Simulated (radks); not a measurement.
The silver ion Ag3+, 44 electrons, occupied as [Kr] 4d8 (the NIST ground configuration).

Calculated with a radial shooting solver on a logarithmic mesh with Libxc functionals: Dirac Kohn-Sham, PW91, spin-unpolarised, spherical densities, finite nucleus; open shells are shared between the two j in proportion to 2j + 1; Fermi nuclear charge, rms radius 4.5454 fm.

Energy parts (Ry):
total: -10631.05092
kinetic: 11125.55174
electron-nucleus: -25655.12409
Hartree: 4196.59427
exchange-correlation: -298.07284

Orbitals (lengths in bohr, moments of r in powers of bohr):
| orbital | occ. | eigenvalue (Ry) | <r> | <r^2> |
|---|---|---|---|---|
| 1s1/2 | 2 | -1863.717 | 0.03111 | 0.001308 |
| 2s1/2 | 2 | -276.8360 | 0.1345 | 0.02140 |
| 2p1/2 | 2 | -257.4973 | 0.1141 | 0.01599 |
| 2p3/2 | 4 | -244.6056 | 0.1192 | 0.01732 |
| 3s1/2 | 2 | -53.12200 | 0.3683 | 0.1553 |
| 3p1/2 | 2 | -45.42653 | 0.3600 | 0.1507 |
| 3p3/2 | 4 | -43.15086 | 0.3709 | 0.1598 |
| 3d3/2 | 4 | -29.51946 | 0.3437 | 0.1408 |
| 3d5/2 | 6 | -29.06108 | 0.3472 | 0.1436 |
| 4s1/2 | 2 | -9.82807 | 0.9055 | 0.9282 |
| 4p1/2 | 2 | -7.38568 | 0.9665 | 1.068 |
| 4p3/2 | 4 | -7.00103 | 0.9957 | 1.133 |
| 4d3/2 | 3.2 | -3.24995 | 1.241 | 1.821 |
| 4d5/2 | 4.8 | -3.20063 | 1.254 | 1.860 |

The highest occupied level is 4d5/2 at -43.547 eV. The density falls to 0.001 e/bohr^3 at r = 3.08 bohr.
